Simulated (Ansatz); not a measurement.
Strength of the Si–Si bond: Si4H10 → 2 SiH3(SiH2)

Species: Si4H10 (tetrasilane) `[SiH3][SiH2][SiH2][SiH3]`, singlet; SiH3(SiH2), doublet. 

Shapes, held fixed at every level: PBE0-D4/def2-TZVP. Flexible molecules stand in one conformer, not always the lowest. Programs: Ansatz 0.2.0. The zero-point and thermal change to 298 K, harmonic and unscaled (PBE0-D4/def2-TZVP), is -10.2 kJ/mol.

```csv
level,kind,ΔH(298 K) (kJ/mol),less CCSD(T)/CBS estimate,CPU time (sum over the molecules)
MP2/def2-SVP,perturbation theory,+290.8,-21.2,–
HF/def2-SVP,Hartree–Fock,+212.2,-99.8,–
SPW92/def2-TZVPP,LDA,+335.3,+23.3,9.9 s
PBE-D4/def2-TZVPP,GGA,+298.2,-13.8,20 s
r2SCAN-D4/def2-TZVPP,meta-GGA,+284.6,-27.4,40 s
B3LYP-D4/def2-TZVPP,global hybrid,+294.5,-17.5,39 s
BHLYP-D4/def2-TZVPP,global hybrid,+297.1,-14.9,27 s
CCSD(T)/CBS estimate,coupled cluster or CI,+312.0,0.0,44 min
```

The highest level, CCSD(T)/CBS estimate, gives ΔH(298 K) = +312.0 kJ/mol; the levels span +212.2 to +335.3. The column of differences is taken from that level and isn't an error. Hartree–Fock misses the correlation of the pair that is broken and comes out low. No measured value is set beside it here. Open shells run unrestricted. The CBS estimate extrapolates MP2 from def2-TZVPP and def2-QZVPP and adds CCSD(T) − MP2 in the triple-zeta set, cores frozen. Times are processor times on shared x86 and Arm servers, and rough.
